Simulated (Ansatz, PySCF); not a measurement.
Donor–acceptor adduct: BH3 (SMILES B) (first 4 atoms) with CHN (SMILES C#N); geometry from B3LYP-D3(BJ)/def2-TZVP, rigid monomers moved along the line of their centres of mass till B1···N6 is 1.77 Å.
(charge 0, multiplicity 1):
```xyz
7

B     -0.09690     0.04824     0.76958
H      0.66587     0.92707     0.45073
H      0.20389    -1.03113     0.32201
H     -1.25567     0.33333     0.59125
C      0.19428    -0.21038     3.65800
N      0.08031    -0.10915     2.52737
H      0.30073    -0.30492     4.71403
```

Counterpoise-corrected where a basis set is named; no monomer relaxation.

Cores are frozen in the correlated methods. CBS: X⁻³ extrapolation of the correlation energy, Hartree–Fock from the larger set.

Codes used: Ansatz (a program for electronic structure); PySCF for the dispersion terms. Each number belongs to the level named beside it.

The comparison value is -28.57 kcal/mol (CCSD(T)/CBS(aug-cc-pVDZ, aug-cc-pVTZ)). It is a level with limits of its own, not the exact answer.

**Question.** Order these levels by how close they come to the comparison value for the interaction energy, closest first: wB97X-V/def2-TZVPPD, PBE-D4/def2-TZVPPD, r2SCAN-D4/def2-TZVPPD, PBE/def2-TZVPPD. Give each level's value less the comparison value.

**Answer.** wB97X-V/def2-TZVPPD (-0.66 kcal/mol), r2SCAN-D4/def2-TZVPPD (-4.44 kcal/mol), PBE/def2-TZVPPD (-5.28 kcal/mol), PBE-D4/def2-TZVPPD (-6.25 kcal/mol)
